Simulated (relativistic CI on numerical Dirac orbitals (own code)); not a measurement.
Forbidden transitions in Eu XXXIV

Calculated at this level of theory: Dirac-Coulomb-Breit CI, separate exchange-only KLI orbitals for each configuration, model QED, unscaled Slater integrals (own radial code, finite nucleus).

CI space (outside the closed core [Ar]): 3d10 4s2, 3d10 4s 4p, 3d10 4p2, 3d10 4s 4d, 3d10 4d2, 3d10 4s 4f, 3d10 4p 4d, 3d10 4f2, 3d10 4p 4f, 3d10 4d 4f, 3d10 4s 5s, 3d10 4s 5p, 3d10 4s 5d, 3d10 4s 5f, 3d10 4s 5g, 3d10 4s 6s, 3d10 4s 6p, 3d10 4s 6d, 3d10 4s 6f, 3d10 4s 7s, 3d9 4s2 4p, 3d9 4s2 4d, 3d9 4s2 4f, 3d9 4s2 5s, 3d9 4s2 5p, 3d9 4s2 5d. Double excitations out of closed p, d and f shells are left out; levels of such configurations are missing from the list, as are those of other unlisted configurations, and high levels can miss mixing partners. These lack a partner that the ground configuration has and come out too high: 3d9 4s2 4p, 3d9 4s2 4d, 3d9 4s2 4f, 3d9 4s2 5s, 3d9 4s2 5p.

| λ vac (Å) | Lower | Upper | Type | A (s⁻¹) | gf | Branching (%) |
| --- | --- | --- | --- | --- | --- | --- |
| 10.362 | 3d10 4s2 1S_0 [1] | 3d9 4s2 4d 1D_2 [138] | E2 | 5.11e+09 | 4.11e-04 | 2.0 |
| 12.396 | 3d10 4s 4p 3P°_1 [3] | 3d9 4s2 4p 3D°_3 [126] | E2 | 2.55e+07 | 4.12e-06 | 2.1 |
| 12.499 | 3d10 4s 4p 3P°_2 [4] | 3d9 4s2 4p 3D°_2 [130] | E2 | 7.63e+08 | 8.94e-05 | 62.0 |
| 12.525 | 3d10 4s 4p 3P°_2 [4] | 3d9 4s2 4p 3F°_3 [128] | E2 | 4.64e+08 | 7.64e-05 | 36.6 |
| 12.540 | 3d10 4s 4p 3P°_0 [2] | 3d9 4s2 4p 3F°_2 [121] | E2 | 4.54e+08 | 5.35e-05 | 36.0 |
| 12.569 | 3d10 4s 4p 3P°_2 [4] | 3d9 4s2 4p 3P°_0 [127] | E2 | 1.11e+09 | 2.63e-05 | 97.0 |
| 12.602 | 3d10 4s 4p 3P°_1 [3] | 3d9 4s2 4p 3F°_2 [121] | E2 | 6.60e+08 | 7.85e-05 | 52.3 |
| 12.686 | 3d10 4s 4p 1P°_1 [5] | 3d9 4s2 4p 3D°_2 [130] | E2 | 3.52e+08 | 4.24e-05 | 28.6 |
| 12.713 | 3d10 4s 4p 1P°_1 [5] | 3d9 4s2 4p 3F°_3 [128] | E2 | 6.08e+08 | 1.03e-04 | 48.0 |
| 12.876 | 3d10 4s 4p 3P°_2 [4] | 3d9 4s2 4p 3D°_3 [126] | E2 | 6.41e+08 | 1.12e-04 | 53.7 |
| 12.903 | 3d10 4s 4p 3P°_2 [4] | 3d9 4s2 4p 1D°_2 [124] | E2 | 3.47e+08 | 4.33e-05 | 30.9 |
| 12.926 | 3d10 4s 4p 3P°_0 [2] | 3d9 4s2 4p 3P°_2 [119] | E2 | 6.37e+08 | 7.98e-05 | 56.5 |
| 12.927 | 3d10 4s 4p 3P°_2 [4] | 3d9 4s2 4p 3F°_4 [123] | E2 | 1.07e+09 | 2.42e-04 | 85.2 |
| 12.981 | 3d10 4s 4p 3P°_1 [3] | 3d9 4s2 4p 3F°_3 [120] | E2 | 1.01e+09 | 1.79e-04 | 84.4 |
| 12.992 | 3d10 4s 4p 3P°_1 [3] | 3d9 4s2 4p 3P°_2 [119] | E2 | 4.21e+08 | 5.33e-05 | 37.4 |
| 13.074 | 3d10 4s 4p 1P°_1 [5] | 3d9 4s2 4p 3D°_3 [126] | E2 | 3.99e+08 | 7.15e-05 | 33.3 |
| 13.102 | 3d10 4s 4p 1P°_1 [5] | 3d9 4s2 4p 1D°_2 [124] | E2 | 7.14e+08 | 9.19e-05 | 63.7 |
| 13.726 | 3d10 4s 4p 1P°_1 [5] | 3d9 4s2 4p 3F°_3 [120] | E2 | 2.74e+07 | 5.43e-06 | 2.3 |
| 332.94 | 3d10 4s 4p 3P°_1 [3] | 3d10 4s 4p 3P°_2 [4] | M1 | 2.97e+05 | 2.47e-05 | 97.3 |

Terms are leading LS components. Brackets give the number of a level in order of energy, since labels repeat. The list gives strong lines, with weight on those to low levels, among the lowest 168 of 202 levels, so that lines to higher ones, which can be the strongest, are missing. Levels whose partners in the same complex of configurations lie outside the list can be far off, and so can their lines. Rates are taken at the computed energies, electric ones in the length gauge.

At this charge energies of transitions that change n are usually good to better than 1 %, and those within a shell (Δn = 0) to a few per cent.

LS names give the leading component of a level, which can be under half, so a name can repeat, a term be missing and a line seem to break the LS rules.
